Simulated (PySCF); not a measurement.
C5H13N2 (doublet state).
SMILES with atom numbers: `[CH3:1][CH:2][CH2:3][NH:4][CH2:5][CH2:6][NH2:7]` (hydrogens: H8, H9, H10 on C1; H11 on C2; H12, H13 on C3; H14 on N4; H15, H16 on C5; H17, H18 on C6; H19, H20 on N7)

Structure used (GFN2-xTB), in Å, numbered top down from 1:
```
atom  x, y, z in Å
C1     2.9276    1.8761    0.1711
C2     1.6519    1.2399    0.5587
C3     0.7234    0.6920   -0.4519
N4    -0.2021   -0.2578    0.1408
C5    -1.0810   -0.8890   -0.8235
C6    -2.0282   -1.8596   -0.1044
N7    -2.8362   -1.2416    0.9287
H8     3.3902    1.3492   -0.6645
H9     2.7783    2.9145   -0.1540
H10    3.6232    1.8977    1.0078
H11    1.3055    1.3079    1.5743
H12    0.1035    1.4958   -0.8929
H13    1.2970    0.2540   -1.2946
H14    0.3227   -0.9721    0.6395
H15   -0.5308   -1.4290   -1.6165
H16   -1.6660   -0.0965   -1.3048
H17   -2.6961   -2.3210   -0.8365
H18   -1.4402   -2.6528    0.3680
H19   -3.4286   -0.5265    0.5171
H20   -2.2193   -0.7706    1.5838
```

The hyperfine couplings belong to this conformer and change with its torsions.

Theory: PySCF 2.14.0, UKS B3LYP, pcH-1 on C H N, non-relativistic, mean-field spin-orbit, GIAO. Isolated species at its GFN2-xTB geometry (one conformer only). The geometry wasn't refined by DFT: couplings that depend on bond lengths, twists or pyramidal angles can differ widely from those at the functional's own minimum.

Q: What are Nα, Nβ and the exact ⟨S²⟩?

A: Nα = 29, Nβ = 28 (57 in all), and S(S+1) = 0.75 for S = 1/2.

Mulliken spin populations, one withheld:

```
atom          bound to  population
  C1   C2, H8, H9, H10           ?
  C2       C1, C3, H11     +1.0218
  C3  C2, N4, H12, H13     -0.0840
  N4       C3, C5, H14     +0.0065
  C5  N4, C6, H15, H16     +0.0021
  C6  C5, N7, H17, H18     -0.0002
  N7      C6, H19, H20     -0.0001
  H8                C1     +0.0202
  H9                C1     +0.0650
 H10                C1     +0.0119
 H11                C2     -0.0429
 H12                C3     +0.0597
 H13                C3     +0.0203
 H14                N4     +0.0055
 H15                C5     -0.0001
 H16                C5     +0.0001
 H17                C6     +0.0003
 H18                C6     +0.0002
 H19                N7      0.0000
 H20                N7     -0.0001
```

Q: What does C1 hold?

A: 1 − (1.0862) gives -0.086, since all populations sum to 2S.

Q: Sum the populations by element and by sign.

A: Carbon +0.85, hydrogen +0.14, nitrogen +0.01. The positive populations sum to 1.21, the negative ones to -0.21.

Q: With ⟨S²⟩ = 0.7538, find the sum of squared α–β overlaps and estimate the admixture of higher spin.

A: Σ|⟨iα|jβ⟩|² over occupied orbitals = Nβ − [⟨S²⟩ − S(S+1)] = 28 − 0.0038 = 27.9962. If the quartet state (S + 1) were the only admixture, its weight would be 0.0038/(2S + 2) = 0.13 %.

Q: What Fermi-contact NMR shifts do the couplings of C1, C3, N4, C5, H14, H15/H16, H17/H18 imply at 200 K (Curie law, g = gₑ)?

A: δ = a_FC·h·gₑ μB S(S+1)/(3 g_N μN kT), with k/h = 20836.6 MHz/K:

| nuclei | isotope | a_FC (MHz) | g_N | contact shift (ppm) |
| --- | --- | --- | --- | --- |
| C1 | 13C | -34.10 | 1.4048 | -5354 |
| C3 | 13C | -35.16 | 1.4048 | -5520 |
| N4 | 14N | 8.45 | 0.4038 | +4615 |
| C5 | 13C | -0.75 | 1.4048 | -118 |
| H14 | 1H | -2.08 | 5.5857 | -82 |
| H15/H16 | 1H | 0.73 | 5.5857 | +29 |
| H17/H18 | 1H | 0.58 | 5.5857 | +23 |

All at the stated temperature. Entries for several nuclei are means.

Means are taken over nuclei equivalent by connectivity, which assumes that they swap fast.
